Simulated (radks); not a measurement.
Values are calculated unless marked as measured or tabulated.
Cu-, configuration [Ar] 3d10 4s2. Code: a radial shooting solver on a logarithmic mesh with Libxc functionals. Model: non-relativistic Kohn-Sham, PBE, spin-polarised, spherical densities, point nucleus; hard spherical wall at 12 bohr.

Unscreened Slater integrals over Kohn-Sham orbitals (hartree). They are taken over the spin-up orbitals. Empty in this configuration: 4p.

F0(3d,3d): 0.91671
F2(3d,3d): 0.40287
F4(3d,3d): 0.24717
F0(3d,4s): 0.34010
G2(3d,4s): 0.035917
F0(3d,3p): 1.0393
F2(3d,3p): 0.47451
G1(3d,3p): 0.58531
G3(3d,3p): 0.35190
F0(3d,3s): 1.0571
G2(3d,3s): 0.43894
F0(3d,4p): 0.18433
F2(3d,4p): 0.016565
G1(3d,4p): 0.0076067
G3(3d,4p): 0.0048581
F0(4s,4s): 0.25282
F0(4s,3p): 0.34867
G1(4s,3p): 0.012019
F0(4s,3s): 0.34930
G0(4s,3s): 0.0086263
F0(4s,4p): 0.16889
G1(4s,4p): 0.076192
F0(3p,3p): 1.2017
F2(3p,3p): 0.59867
F0(3p,3s): 1.2242
G1(3p,3s): 0.80889
F0(3p,4p): 0.18541
F2(3p,4p): 0.0091889
G0(3p,4p): 0.0012816
G2(3p,4p): 0.0013969
F0(3s,3s): 1.2488
F0(3s,4p): 0.18548
G1(3s,4p): 0.0014095
F0(4p,4p): 0.14078
F2(4p,4p): 0.073747
